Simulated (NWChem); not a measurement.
System: TaSCl$_{2}$F; SMILES [F][Ta](=[S])([Cl])[Cl]

Input file for NWChem:

```
start job
memory heap 200 mb stack 900 mb global 1100 mb
geometry units angstroms
  Ta     0.037694     0.068420     0.130981
  S      1.919494    -0.722917    -0.767185
  F      0.590943     0.886328     1.724093
  Cl    -0.890556     1.456126    -1.321138
  Cl    -1.354561    -1.626461     0.422596
end
basis spherical
  * library def2-svp
end
ecp
  Ta library def2-ecp
end
dft
  xc pbe0
  iterations 150
end
driver
  maxiter 120
end
task dft optimize
dft
  grid fine
  convergence energy 1d-8 density 1d-7
end
task dft freq numerical
```

def2 effective core potentials on Ta; no spin-orbit coupling.

The level has its own optimisation; frequencies are unscaled.

What results follow from this input? (PBE0/def2-SVP with def2 effective core potentials on Ta.) Quantities: r S–Ta (Å); r F–Ta (Å); r Cl–Ta (Å); highest harmonic frequency (cm⁻¹); lowest (cm⁻¹); zero-point energy (kcal/mol).

The r S–Ta (Å) is 2.143 and the r F–Ta (Å) is 1.863. The r Cl–Ta (Å) comes out as 2.287 and the highest harmonic frequency (cm⁻¹) is 707. The lowest (cm⁻¹) is 102 and the zero-point energy (kcal/mol) comes out as 4.0.
